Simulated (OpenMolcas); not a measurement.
**Ge: thermal populations, Slater's ratio, the spin-orbit constant, worked from levels**

```yaml
Program: OpenMolcas 26.06
Basis: ANO-RCC-VQZP [7s6p4d2f1g]
Scalar_Hamiltonian: DKH2, point nucleus
Active_space: 2 electrons in 9 orbitals (RAS2 4p; RAS3 4d 5s, at most 1 electron)
State_averaging: 2S+1 = 3 even, 3 roots; 2S+1 = 1 even, 6 roots; 2S+1 = 3 odd, 3 roots; 2S+1 = 1 odd, 3 roots
Spin-orbit_coupling: state interaction with AMFI integrals over the reference wave functions, term energies averaged over their components
```

Methods: RASSCF; SS-RASPT2, IPEA 0.25 Eh, imaginary shift 0.1 Eh (closed shells correlated: 3d 4s). Measured levels: NIST Handbook of Basic Atomic Spectroscopic Data.

**Thermal populations.** Z = Σ (2J + 1) exp(-E/kT) with k = 0.695035 cm-1/K, over the levels below. No other level of either list lies under 37400 cm-1, which is above 7 kT at each temperature.

| Level | 2J + 1 | SS-RASPT2 | measured |
| --- | --- | --- | --- |
| 4s2 4p2 3P0 | 1 | 0.0 | 0.0 |
| 4s2 4p2 3P1 | 3 | 471 | 557 |
| 4s2 4p2 3P2 | 5 | 1237 | 1410 |
| 4s2 4p2 1D2 | 5 | 7880 | 7125 |
| 4s2 4p2 1S0 | 1 | 19880 | 16367 |

| T (K) | Z, SS-RASPT2 | Z, measured levels | Ground level (%), SS-RASPT2 | Ground level (%), measured levels |
| --- | --- | --- | --- | --- |
| 2000 | 5.209 | 4.852 | 19.2 | 20.6 |
| 3000 | 6.270 | 6.004 | 15.9 | 16.7 |
| 5000 | 7.643 | 7.541 | 13.1 | 13.3 |

At 5000 K, kT = 3475 cm-1, and the computed levels give Z = 1.000 + 2.620 + 3.503 + 0.518 + 0.003 = 7.643.

**Slater's ratio.** With one set of orbitals, p2 has 1D - 3P = 6 F2 and 1S - 1D = 9 F2 (F2 = F²/25), a ratio of 3/2. Term energies are centres of gravity, weighted by 2J + 1.

```tsv
Source	1D - 3P	1S - 3P	F2 from the first	Ratio
RASSCF	8538	20970	1423	1.456
SS-RASPT2	7039	19035	1173	1.704
measured	6156	15398	1026	1.501
```

Energies in cm-1. A ratio away from 3/2 shows effects beyond one configuration with one set of orbitals, and in heavier atoms second-order spin-orbit shifts.

**The spin-orbit constant.** For the Hund term 3P of p2, E(J) = (A/2) J(J+1) + constant and ζ = 2S·A = 2A. From J = 0 to J = 2 the energy changes by 3 A.

| Source | E(2) - E(0) | A | ζ |
| --- | --- | --- | --- |
| RASSCF | 1240.1 | 413.4 | 827 |
| SS-RASPT2 | 1236.8 | 412.3 | 825 |
| measured | 1410.0 | 470.0 | 940 |

All in cm-1. SS-RASPT2 is off by -12.3 % and RASSCF by -12.0 %. Both methods take the spin-orbit matrix elements from the reference wave functions, so the second can move ζ only through the term energies and any multistate remixing. Second-order mixing with other terms is absorbed into this ζ.

CASPT2 breaks the degeneracy within a term, and the mean is taken; among the terms shown or strongly mixed into the levels shown the widest spread is 85 cm-1 (4s2 4p2 1D, SS-RASPT2). With the s shell closed, the reference lacks s² → p² mixing. No level of 4s2 4p 4d was computed, though it lies in the active space. Without dynamic correlation excited terms often stand tens of per cent too high (terms of higher spin than the ground term too low), and those without a measured partner can miss by more than the paired ones (holds for RASSCF). Some terms miss by over 15 % even with CASPT2, which points to a basis or an active space too small for the shells correlated (holds for SS-RASPT2). Measured partners are found by configuration, term and J. A level has none where our copy of the source lacks it or the pairing is in doubt (some pairs that miss far off the trend of their configuration count as doubtful), and it then counts in no deviation. Only configurations of the active space appear.
